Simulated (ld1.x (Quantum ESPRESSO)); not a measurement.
# PBE RRKJ dataset for nitrogen (N), non-relativistic all-electron reference.

The input file (ld1.x (Quantum ESPRESSO) 7.5):

```
&input
   title='N', zed=7., rel=0, dft='PBE', iswitch=3,
   config='[He] 2s2 2p3 3d-2',
   nld=3, rlderiv=3.00, eminld=-3.0, emaxld=5.0, deld=0.02
 /
 &inputp
   pseudotype=2, tm=.false., rho0=0.005, lloc=2,
   nlcc=.false.,
   file_pseudopw='N.UPF', file_wfcaegen='ae.wfc', file_wfcncgen='nc.wfc', file_beta='beta', file_chi='chi'
 /
3
2S  1  0   2.00   0.00  0.95  0.95  0.0
2P  2  1   3.00   0.00  2.55  2.55  0.0
3D  3  2  -2.00   0.30  2.75  2.75  0.0
 &test
   configts(1)='2s2 2p3'
 /
```

Command:

```bash
ld1.x < N.in > N.out
```

The program printed (shortened: banner, matrices, multipoles, cross overlaps and the repeated all-electron block are left out):

```
Program LD1 v.7.5
     --------------------------- All-electron run ----------------------------

     N

     atomic number is  7.00
     dft =PBE   lsd =0 sic =0 latt =0  beta=0.20 tr2=1.0E-14
     Exchange-correlation= PBE
                           (   1   4   3   4   0   0   0)
     mesh =1085 r(mesh) =  99.89202 a.u. xmin = -7.00 dx = 0.01250
     1 Ry =  13.60569312 eV

     n l     nl                  e(Ry)          e(Ha)          e(eV)
     1 0     1S 1( 2.00)       -28.2585       -14.1293      -384.4769
     2 0     2S 1( 2.00)        -1.3640        -0.6820       -18.5577
     2 1     2P 1( 3.00)        -0.5215        -0.2607        -7.0948

     final scf error:  4.0E-15 reached in  29 iterations

     Etot =    -108.842527 Ry,     -54.421263 Ha,   -1480.878020 eV

     Ekin =     108.503513 Ry,      54.251756 Ha,    1476.265496 eV
     Encl =    -255.957393 Ry,    -127.978697 Ha,   -3482.477748 eV
     Eh   =      51.734998 Ry,      25.867499 Ha,     703.890506 eV
     Exc  =     -13.123644 Ry,      -6.561822 Ha,    -178.556274 eV

     normalization and overlap integrals

     s(1S/1S) =  1.000000  <r> =   0.2299  <r2> =    0.0715  r(max) =   0.1483
     s(2S/2S) =  1.000000  <r> =   1.3207  <r2> =    2.1186  r(max) =   1.0167
     s(2P/2P) =  1.000000  <r> =   1.4840  <r2> =    2.9187  r(max) =   0.9793

     ------------------------ End of All-electron run ------------------------

     --------------------- Generating NC pseudopotential ---------------------

      Generating local pot.: lloc=2, matching radius rcloc =   2.7500

      Wfc   2S  rcut= 0.955  Estimated cut-off energy=       48.03 Ry
      Using 4 Bessel functions for this wfc, rho(0) = 0.005
      This function has    0 nodes for 0 < r <    0.955

      Wfc   2P  rcut= 2.532  Estimated cut-off energy=       28.08 Ry
      This function has    0 nodes for 0 < r <    2.532

     ------------------- End of pseudopotential generation -------------------

     Computing logarithmic derivative in   2.99774
     Computing logarithmic derivative in   2.99774
     Computing the partial wave expansion
     R is outside the sphere for l=    0 j= 0.00
     R is outside the sphere for l=    1 j= 0.00
       no projector for channel:   2

     ---------------------- Testing the pseudopotential ----------------------

     N

     atomic number is  7.00   valence charge is  5.00
     dft =PBE   lsd =0 sic =0 latt =0  beta=0.20 tr2=1.0E-14
     mesh =1085 r(mesh) =  99.89202 xmin = -7.00 dx = 0.01250

     n l     nl             e AE (Ry)        e PS (Ry)    De AE-PS (Ry)
     1 0     2S   1( 2.00)       -1.36397       -1.36397        0.00000
     2 1     2P   1( 3.00)       -0.52146       -0.52146        0.00000

     eps = 2.0E-15  iter =  1

     Etot =    -108.842527 Ry,     -54.421263 Ha,   -1480.878020 eV
     Etotps =   -18.571838 Ry,      -9.285919 Ha,    -252.682732 eV

     Ekin =      10.336748 Ry,       5.168374 Ha,     140.638626 eV
     Encl =     -36.056320 Ry,     -18.028160 Ha,    -490.571224 eV
     Ehrt =      15.534718 Ry,       7.767359 Ha,     211.360612 eV
     Ecxc =      -4.302798 Ry,      -2.151399 Ha,     -58.542551 eV
     Epseu=      -4.084187 Ry,      -2.042093 Ha,     -55.568195 eV

     ---------------------- End of pseudopotential test ----------------------
```

Generation and configuration tests took about 0.76 s on one core of a shared server CPU.
